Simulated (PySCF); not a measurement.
Ge(Br)(OH), SMILES [OH][Ge][Br], CAM-B3LYP/def2-SVP optimised geometry. Atoms within 1.6 Å of the plane z = 1.0 Å (x, y, z in Å): Ge1 (-0.60, -1.02, 0.00), Br2 (1.75, -1.02, 0.00), O3 (-0.82, 0.75, 0.00), H4 (-1.75, 1.02, 0.00).

Calculation: PySCF with CAM-B3LYP/def2-TZVP.

Map of the LUMO amplitude (bohr^(-3/2)) on the plane z = 1.0 Å; orbital energy -1.38 eV, overall sign arbitrary:

```
|:::::::::::::::::::::::::::::::|
|:::::::::::::::::::::::::::::::|
|:::::::::::::::::::::::::::::::|
|:::::::::::::::::::::::::::::::|
|:::::::::::::::::::::::::::::::|
|:::::::::::::::::::::::::::::::|
|:::::::::::::::::::::::::::::::|
|:::::::::::::::::::::::::::::::|
|:::::::::::::::::::::::::::::::|
|:::::::::::...:::::::::::::::::|
|::::::::::.....::::::::::::::::|
|:::::::::......::::::::::::::::|
|::::::::::.....::::::::::::::::|
|:::::::::::..::::::::::::::::::|
|:::::------:-------::::::::::::|
|::::------=======--::.....:::::|
|:::-----==+****++=-::......::::|
|:::----==+*#%%#*+=-:..   ..::::|
|:::----=+*#%@@%#*+-:.    ...:::|
|:::---==+*#@@@@%*+-:.    ...:::|
|:::---==+*#%@@@#*+-:.    ..::::|
|:::----=+*##%%%#*=-::.  ...::::|
|:::----==+**###*+=--:.....:::::|
|:::-----==++**++==--::...::::::|
|::::----====++===---:::::::::::|
|:::::-----======----:::::::::::|
|:::::--------------::::::::::::|
|::::::-------------::::::::::::|
|::::::::----------:::::::::::::|
|::::::::::------:::::::::::::::|
|:::::::::::::::::::::::::::::::|
```
Scale: ten equal steps from -0.056 (start of ' ') to 0.149 (end of '@'), in the order ' .:-=+*#%@'; x runs from -4.00 to 4.00, y from -4.00 (bottom) to 4.00 (top).
